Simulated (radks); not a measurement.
Results of a calculation; reference values are marked as such.
Task: Species: Pd0.5+. Configuration: [Ar] 3d10 4s(up 1, down 0.5) 4p6 4d10 (fractional occupations, a model configuration). Level of theory: scalar-relativistic Kohn-Sham, r2SCAN, spin-polarised, spherical densities, finite nucleus; meta-GGA in the generalised Kohn-Sham scheme; Fermi nuclear charge, rms radius 4.5318 fm (a radial shooting solver on a logarithmic mesh with Libxc functionals). Some entries of the table are withheld. Estimate them.

orbital,occ.,eigenvalue (Ry),r(max) (bohr),<r^2> (bohr^2)
1s up,1,-1780.268,0.02066,0.001372
1s down,1,-1780.257,0.02066,0.001372
2s up,1,-261.3540,0.1167,0.02254
2s down,1,-261.3453,0.1167,0.02254
2p up,3,-234.1654,0.09342,0.01777
2p down,3,-234.1558,0.09342,0.01777
3s up,1,-47.95175,0.3412,0.1638
3s down,1,-47.94043,0.3413,0.1638
3p up,3,-38.93906,0.3347,0.1660
3p down,3,-38.92630,0.3347,0.1660
3d up,5,-24.65927,0.2830,0.1525
3d down,5,-24.64426,0.2830,0.1524
4s up,1,-6.92629,0.8522,1.017
4s down,0.5,-6.85151,0.8534,1.022
4p up,3,-4.34376,0.9094,(1)
4p down,3,-4.28091,0.9113,(2)
4d up,5,(3),1.083,2.685
4d down,5,(4),1.090,2.782

Result: 
(1) 4p up <r^2> (bohr^2): 1.243
(2) 4p down <r^2> (bohr^2): 1.253
(3) 4d up eigenvalue (Ry): -0.71241
(4) 4d down eigenvalue (Ry): -0.67975
